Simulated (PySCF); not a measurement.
## Input and output

[Yb(PH3)]3+ (singlet in the valence; each metal's 4f electrons, 13 of them, lie in its core potential, out of spins and levels). PySCF 2.14.0, RKS PBE0, Yb lcecp-1-TZVP with ECP59, P def2-TZVP, H def2-TZVP; non-relativistic Hamiltonian with scalar-relativistic core potentials where named; density fitting; no spin-orbit coupling. Purpose: basis and core treatment f-in-core-III/TZVP.

```python
mol = gto.M(atom='''
Yb    -0.00000     0.00000    -0.34409
P      0.00000    -0.00000     2.50911
H      1.33641    -0.00001     3.01364
H     -0.66820     1.15737     3.01364
H     -0.66821    -1.15737     3.01364''',
    basis={'Yb': 'lcecp-1-TZVP', 'P': 'def2-TZVP', 'H': 'def2-TZVP'},
    ecp={'Yb': 'lcecp-1-TZVP'},
    charge=3, spin=0)
mf = dft.RKS(mol, xc='PBE0')
mf.grids.atom_grid = (75, 302)  # f atoms: unpruned, at least (60, 302)
mf = mf.density_fit()  # fitting sets: Yb AutoAux, P def2-universal-JKFIT, H def2-universal-JKFIT
mf.conv_tol = 1e-08; mf.max_cycle = 55
mf.kernel(dm0)  # dm0: free metal ions and neutral atoms
mf.nuc_grad_method().kernel()
```

Run from Python with OMP_NUM_THREADS=2; the lines above give its settings. Where DIIS fails, smearing, a level shift and second-order steps follow.
It took 6 s on 2 threads of Arm Neoverse V1 (shared host).

Task: Where do the frontier levels lie, over both spins?

Result: HOMO -24.60 eV, LUMO -19.70 eV. The 4f levels lie in the core potential and are missing.

Task: What does the SCF print?

Result: 
```
init E= -357.341298891885
cycle= 1 E= -378.833576679638  delta_E= -21.5  |g|= 4.44  |ddm|= 3.51
cycle= 2 E= -368.4593233914  delta_E= 10.4  |g|= 5.06  |ddm|=  4.8
cycle= 3 E= -380.209294412158  delta_E= -11.7  |g|= 1.58  |ddm|= 3.99
cycle= 4 E= -381.048767621897  delta_E= -0.839  |g|= 0.237  |ddm|= 2.04
...
cycle= 10 E= -381.067809044728  delta_E= -5.06e-08  |g|= 4.67e-05  |ddm|= 0.00116
cycle= 11 E= -381.06780904714  delta_E= -2.41e-09  |g|= 1.11e-05  |ddm|= 0.000228
Extra cycle  E= -381.067809047206  delta_E= -6.68e-11  |g|= 9.86e-06  |ddm|= 5.29e-05
converged SCF energy = -381.067809047206
```

Task: What are the Mulliken charges and spins?

Result: 
| atom | charge (e) | spin (e) |
| --- | --- | --- |
| Yb1 | 2.293 | 0.000 |
| P2 | -0.162 | 0.000 |
| H3 | 0.290 | 0.000 |
| H4 | 0.290 | 0.000 |
| H5 | 0.290 | 0.000 |
The spin of the 4f electrons in the core isn't counted.

Task: What forces act on the atoms (eV/Å)?

Result: 
```
Yb   0.00  0.00  0.15
P    0.00  0.00  0.16
H   -0.18  0.00 -0.10
H    0.09 -0.15 -0.10
H    0.09  0.15 -0.10
```
Forces carry noise of the integration grid, about 0.01 to 0.03 eV/Å.

The geometry was relaxed with PBE0 (Yb lcecp-1-SVP with ECP59, P def2-SVP, H def2-SVP).

An lcecp potential fixes the number of 4f electrons, so in runs with it no electron can move into or out of that shell.
